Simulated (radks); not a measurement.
Values are calculated unless marked as measured or tabulated.
Spherical quantum dot in the effective-mass picture: electrons in a parabolic well V = omega^2 r^2 / 2 with omega = 3.64, all in effective atomic units (hartree* = m*/eps^2 hartree, bohr* = eps/m* bohr), one dielectric constant everywhere. Level of theory: non-relativistic Kohn-Sham, LDA (Slater exchange, Perdew-Wang correlation), spin-polarised, spherical densities (a radial shooting solver with Libxc functionals). Levels are named by radial order and angular momentum (1s, 1p, 1d, 2s, ...), and open shells are averaged over m. Results are scaled to m* = 0.073 and eps = 17, for which hartree* = 6.873 meV and bohr* = 12.32 nm. Each electron was tried in the lowest free levels, single moves between levels near the top were tried too, and the lowest total energy was kept; such a search can miss a lower state. At N = 1 the Hartree and exchange-correlation terms need not cancel, so that row can carry a self-interaction error.

N,open shells,2S,E (meV),mu = E(N) - E(N-1) (meV),addition energy mu(N+1) - mu(N) (meV),e(HOMO) (meV),rms radius (nm)
1,"1s(up 1, down 0)",1,38.0645,38.064,9.758,41.759,7.946
2,none,0,85.8873,47.823,29.98,51.508,8.212
3,"1p(up 1, down 0)",1,163.694,77.807,6.429,80.980,9.174
4,"1p(up 2, down 0)",2,247.930,84.236,6.558,87.508,9.692
5,"1p(up 3, down 0)",3,338.724,90.794,8.423,94.079,10.05
6,"1p(up 3, down 1)",2,437.941,99.217,6.110,102.24,10.34
7,"1p(up 3, down 2)",1,543.267,105.33,6.208,108.42,10.59
8,none,0,654.801,111.53,26.13,114.64,10.80
9,"1d(up 1, down 0)",1,792.467,137.67,5.396,140.36,11.17
10,"1d(up 2, down 0)",2,935.527,143.06,5.401,145.76,11.49
11,"1d(up 3, down 0)",3,1083.99,148.46,5.388,151.16,11.76
12,"1d(up 4, down 0)",4,1237.84,153.85,5.365,156.54,11.99
13,"1d(up 5, down 0)",5,1397.05,159.21,6.844,161.89,12.21
14,"1d(up 5, down 1)",4,1563.11,166.06,5.131,168.62,12.40
15,"1d(up 5, down 2)",3,1734.30,171.19,5.136,173.76,12.59
16,"1d(up 5, down 3)",2,1910.63,176.33,5.126,178.89,12.76
17,"1d(up 5, down 4)",1,2092.08,181.45,5.108,184.01,12.91
18,none,0,2278.64,186.56,6.788,189.11,13.07
19,"2s(up 1, down 0)",1,2471.99,193.35,5.753,195.97,13.21
20,none,0,2671.09,199.10,20.37,201.70,13.35
21,"1f(up 1, down 0)",1,2890.56,219.47,4.591,221.77,13.54
22,"1f(up 2, down 0)",2,3114.62,224.06,4.578,226.35,13.72
23,"1f(up 3, down 0)",3,3343.26,228.64,4.563,230.93,13.89
24,"1f(up 4, down 0)",4,3576.47,233.20,4.546,235.48,14.05
25,"1f(up 5, down 0)",5,3814.22,237.75,4.528,240.02,14.20
26,"1f(up 6, down 0)",6,4056.49,242.28,4.510,244.54,14.34
27,"1f(up 7, down 0)",7,4303.28,246.79,5.681,249.04,14.48
28,"1f(up 7, down 1)",6,4555.75,252.47,4.394,254.67,14.61
29,"1f(up 7, down 2)",5,4812.62,256.86,-,259.06,14.74

All shells are closed at N = 2, 8, 18, 20 (there: 1s2 1p6 1d10 2s2); the second difference of the energy has clear peaks (12 % above both neighbours; the first and last values, which can be the largest, are not judged, and half-filled shells can peak too) at N = 2, 5, 8, 13, 18, 20, 27.
